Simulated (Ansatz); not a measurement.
```xyz
12

C     1.3419    0.0268   -0.0834
C     0.7296    1.1870    0.0096
C    -0.7684    1.1410   -0.0415
C    -1.3601   -0.0463    0.0279
C    -0.6903   -1.1882   -0.0224
C     0.7596   -1.1322    0.0098
H     2.5250    0.0279   -0.0790
H     1.2482    2.1671   -0.0317
H    -1.2555    2.1864    0.0631
H    -2.3988    0.0060    0.0448
H    -1.2705   -2.1693    0.0634
H     1.2502   -2.1981   -0.0286
```

Basis set: 6-31G (spherical functions). Frozen core: 6 orbitals. Charge 0, multiplicity 1.

Computed with Ansatz (development build ahead of 0.2.0); each method stands on the lowest determinant of its kind that the runs found. Restricted open shells among the atoms or ions are ROHF, correlated in semicanonical orbitals with singles.

(1) Give the atomization energy at this shape (free ground-state atoms in the same class of orbitals less the molecule, no zero-point energy) of singlet C₆H₆ by RHF-MP2, RHF.

Results:

(1)

```tsv
method	atomization energy
RHF-MP2	51.20 eV
RHF	40.96 eV
```

Caution: no unrestricted run beside it, a lower state can exist; the shape is not the minimum.

This basis has no polarisation functions and is too small for such energies, which can lie far from measured ones in either direction.
